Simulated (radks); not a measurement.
Q: The tellurium anion Te2-, [Xe], held by a Watson sphere: a shell of charge +2.05 at radius R that stands for the Madelung well of a crystal (potential energy -2.05/R inside, -2.05/r outside, in hartree with lengths in bohr). All-electron calculation, scalar-relativistic Kohn-Sham, PBEsol, spin-polarised, spherical densities, finite nucleus; Fermi nuclear charge, rms radius of each element as measured or else 0.836 A^(1/3) + 0.57 fm. Program: a radial shooting solver on a logarithmic mesh with Libxc functionals. Response by self-consistent Sternheimer equations with the Hartree and adiabatic LDA kernel, the relativistic mass of each level held fixed and spin-orbit coupling left out. The sphere does not respond.

| R (bohr) | e(4d) (eV) | e(5s) (eV) | e(5p) (eV) | <r> 5p (bohr) | sum of <r^2> (bohr^2) | X-ray form factor at sin(theta)/lambda = 0.2 1/angstrom | alpha (bohr^3) |
|---|---|---|---|---|---|---|---|
| 2.68 | -40.851 | -16.197 | -7.441 | 2.663 | 78.37 | 41.629 | 44.87 |
| 2.76 | -40.712 | -16.010 | -7.324 | 2.684 | 79.25 | 41.609 | 46.54 |
| 4.3 | -38.948 | -13.280 | -5.062 | 3.030 | 95.00 | 41.503 | 95.44 |
| 4.36 | -38.891 | -13.200 | -4.984 | 3.040 | 95.55 | 41.505 | 98.05 |
| 4.81 | -38.482 | -12.652 | -4.430 | 3.117 | 99.61 | 41.517 | 119.5 |
| 5.25 | -38.111 | -12.188 | -3.944 | 3.184 | 103.4 | 41.531 | 144.2 |
| 5.45 | -37.952 | -11.996 | -3.741 | 3.212 | 105.1 | 41.536 | 156.9 |

Estimate the row for R = 2.94 bohr.

A: e(4d) (eV) -40.438; e(5s) (eV) -15.609; e(5p) (eV) -7.054; <r> 5p (bohr) 2.731; sum of <r^2> (bohr^2) 81.22; X-ray form factor at sin(theta)/lambda = 0.2 1/angstrom 41.571; alpha (bohr^3) 50.62.
